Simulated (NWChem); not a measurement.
SiH$_{4}$O; SMILES [SiH3]O

All runs: NWChem. All runs use the structure optimised with PBE0/def2-SVP. Level: PBE0/def2-SVP with SMD (1 M gas to 1 M solution), gas-phase geometry. Reactions with the solvent are ignored.

Q: Predict the results for solvent n-hexane. Quantities: solvation free energy (kcal/mol); cavity-dispersion-structure term (kcal/mol); dipole in solution (D).

A: 
```yaml
solvation free energy (kcal/mol): -1.8
cavity-dispersion-structure term (kcal/mol): -0.7
dipole in solution (D): 1.49
```
